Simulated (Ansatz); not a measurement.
Si(OMe)2 (C2H6O2Si), relaxed as a singlet with RKS PBE-D4/def2-SVP in Ansatz, starting from the GFN2-xTB geometry. Force threshold 0.02 eV/Å.

Start:

```xyz
11

Si   -0.599    0.546    0.185
O     0.902    0.708   -0.440
C     1.541    1.863   -0.846
H     1.039    2.305   -1.712
H     2.566    1.611   -1.122
H     1.560    2.608   -0.044
O    -0.485   -1.077    0.337
C    -1.439   -1.957    0.814
H    -1.712   -1.719    1.847
H    -1.026   -2.966    0.779
H    -2.347   -1.922    0.203
```

```json
{"step": "1", "energy (eV)": "-14125.5231", "largest force component (eV/Å)": "1.740", "SCF passes": "27"}
{"step": "2", "energy (eV)": "-14125.6735", "largest force component (eV/Å)": "1.079", "SCF passes": "30"}
{"step": "3", "energy (eV)": "-14125.6829", "largest force component (eV/Å)": "1.115", "SCF passes": "36"}
{"step": "4", "energy (eV)": "-14125.7164", "largest force component (eV/Å)": "0.148", "SCF passes": "29"}
{"step": "5", "energy (eV)": "-14125.7461", "largest force component (eV/Å)": "0.279", "SCF passes": "35"}
{"step": "6 (rejected)", "energy (eV)": "-14125.7409", "largest force component (eV/Å)": "1.015", "SCF passes": "34"}
{"step": "7", "energy (eV)": "-14125.7651", "largest force component (eV/Å)": "0.204", "SCF passes": "31"}
{"step": "8", "energy (eV)": "-14125.7824", "largest force component (eV/Å)": "0.140", "SCF passes": "30"}
{"step": "9", "energy (eV)": "-14125.7921", "largest force component (eV/Å)": "0.012", "SCF passes": "29"}
{"step": "10", "energy (eV)": "-14125.7925", "largest force component (eV/Å)": "0.068", "SCF passes": "29"}
{"step": "11 (rejected)", "energy (eV)": "-14125.7915", "largest force component (eV/Å)": "0.112", "SCF passes": "29"}
{"step": "12", "energy (eV)": "-14125.7928", "largest force component (eV/Å)": "0.009", "SCF passes": "30"}
```

Force components are those of the run's own axes.

End:

```xyz
11

Si   -0.1271    0.3609    0.6017
O     0.8068    0.7349   -0.7532
C     1.5427    1.9344   -0.8957
H     1.2096    2.4748   -1.8078
H     2.6234    1.7034   -1.0135
H     1.4303    2.6240   -0.0257
O    -0.6643   -1.1458    0.0642
C    -1.5242   -1.9868    0.8085
H    -1.8097   -1.5568    1.7979
H    -1.0308   -2.9661    0.9889
H    -2.4567   -2.1770    0.2345
```

By distances, no bond broke or formed. The bond that changes most is Si1–O2, from 1.63 to 1.69 Å (atoms count from 1).

The force fell under the threshold at step 9, but the optimiser went on. No frequencies were taken in this run, so the end may be a saddle point.

Run time 14 s (4 threads of Arm Neoverse V1 on a shared host).
